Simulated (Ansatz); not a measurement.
A run for Ansatz (an electronic-structure program): R-wB97M-V/def2-TZVPPD on HCl (SMILES Cl) with ghost functions, monomers drawn apart or pushed together. Files ending in .json are basis or fitting sets from the Basis Set Exchange.

Ansatz 0.2 input:
```yaml
crystal:
  periodic: [false, false, false]
  atoms:
    - {symbol: Cl, position_ang: [0.24530721, 1.00910989, -1.14696121]}
    - {symbol: H, position_ang: [0.25030765, 0.59688010, 0.08579232]}
basis:
  gaussian:
    orbitals: def2-TZVPPD.json
    ghost_atoms:
      - {symbol: C, position_ang: [0.26602635, -0.78649444, 4.22330828]}
      - {symbol: C, position_ang: [0.26097872, -0.32600783, 2.84575693]}
      - {symbol: N, position_ang: [0.25729936, 0.03800131, 1.75781033]}
      - {symbol: H, position_ang: [-0.42791770, -1.61897983, 4.34044340]}
      - {symbol: H, position_ang: [1.26659821, -1.11772261, 4.50167606]}
      - {symbol: H, position_ang: [-0.03666634, 0.02294588, 4.88776114]}
hamiltonian:
  xc: {name: wB97M-V}
scf: {lower_state_search: off}
```

Problem. Give the final energy of this run.

Solution. -460.7915 hartree.

Problem. How many basis functions does it have, and what does it roughly cost on one machine?

Solution. 230 functions; about 7 core-seconds (a rough figure).
